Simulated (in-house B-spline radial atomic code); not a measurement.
A fraction x of an electron is removed from 4d in the barium ion Ba³⁺, starting from [Kr] 4d10 5s2 5p5 and keeping the highest spin. All numbers are computed (scalar-relativistic (X2C) B97-1, spin-polarised, spherical fractional occupations; Fermi nucleus of rms radius 4.8378 fm) with an all-electron radial atomic-structure program (B-spline basis), not measured.

Caution: exact exchange at fractional occupations of open shells leaves self-interaction of up to several eV.

| x | E(x) - E(0) (eV) | 4d down level (eV) |
| --- | --- | --- |
| 0 | 0.0000 | -118.369 |
| 0.08 | 9.5327 | -119.951 |
| 0.18 | 21.6271 | -121.939 |
| 0.31 | ? | ? |
| 0.39 | 47.6756 | -126.149 |
| 0.5 | 61.6742 | -128.373 |
| 0.56 | 69.4131 | -129.592 |
| 0.72 | ? | ? |
| 0.75 | 94.4039 | -133.475 |
| 0.99 | 127.0315 | -138.431 |
| 1 | 128.4168 | -138.639 |

Question: What belongs in the row x = 0.31?

Answer: An energy change of 37.6481 eV; 4d down at -124.540 eV.

Question: What belongs in the row x = 0.72?

Answer: An energy change of 90.4089 eV; 4d down at -132.859 eV.

Question: Check Janak's theorem between x = 0.08 and 0.18.

Answer: The slope of the energy is 120.94 eV; the orbital levels give 120.94 eV (-ε of the emptying orbital, averaged over the two points).
